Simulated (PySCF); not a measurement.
Species: C₅H₁₀N₃ (charge +1).
SMILES: `CC1=NN(C)C=C1[NH3+]`

The geometry is computed with GFN2-xTB (gas phase).

Masses are those of the commonest isotopes; rigid-rotor values at the optimised geometry. 

Problem. What are A, B and C (GHz)?

Solution. Ia = 141.10, Ib = 294.90, Ic = 426.87 u·Å²; 505379 MHz·u·Å²/I gives 3582, 1714 and 1184 MHz, that is A = 3.5816, B = 1.7137, C = 1.1839 GHz.

Problem. What kind of rotor is it?

Solution. An asymmetric top; Ray's κ = -0.558.

Problem. Is it planar, by Δ = Ic − Ia − Ib?

Solution. Not planar: Δ = Ic − Ia − Ib = -9.13 u·Å². For a rigid frame Δ = −2 Σ m c², so Σ m c² = 4.57 u·Å² lies off the ab plane, practically all of it from hydrogen. The atom farthest from that plane is 1.01 Å away.

Problem. Where do the levels up to J = 5 lie, in cm⁻¹?

Solution. Above 0(0,0):
J = 1: 1(0,1) 0.0967, 1(1,1) 0.1590, 1(1,0) 0.1766
J = 2: 2(0,2) 0.2867, 2(1,2) 0.3346, 2(1,1) 0.3876, 2(2,1) 0.5745, 2(2,0) 0.5778
J = 3: 3(0,3) 0.5643, 3(1,3) 0.5962, 3(1,2) 0.7018, 3(2,2) 0.8645, 3(2,1) 0.8801, 3(3,1) 1.2221, 3(3,0) 1.2225
J = 4: 4(0,4) 0.9234, 4(1,4) 0.9419, 4(1,3) 1.1160, 4(2,3) 1.2486, 4(2,2) 1.2917, 4(3,2) 1.6142, 4(3,1) 1.6169, 4(4,1) 2.1074, 4(4,0) 2.1074
J = 5: 5(0,5) 1.3605, 5(1,5) 1.3702, 5(1,4) 1.6252, 5(2,4) 1.7246, 5(2,3) 1.8137, 5(3,3) 2.1053, 5(3,2) 2.1154, 5(4,2) 2.5979, 5(4,1) 2.5982, 5(5,1) 3.2315, 5(5,0) 3.2315
The levels of one J sum to (2J + 1)J(J + 1)(A + B + C)/3.

No GFN2-xTB frequencies stand behind this structure, so it isn't proved a minimum. No vibrational averaging or centrifugal distortion is included, and the geometry carries the error of its method.
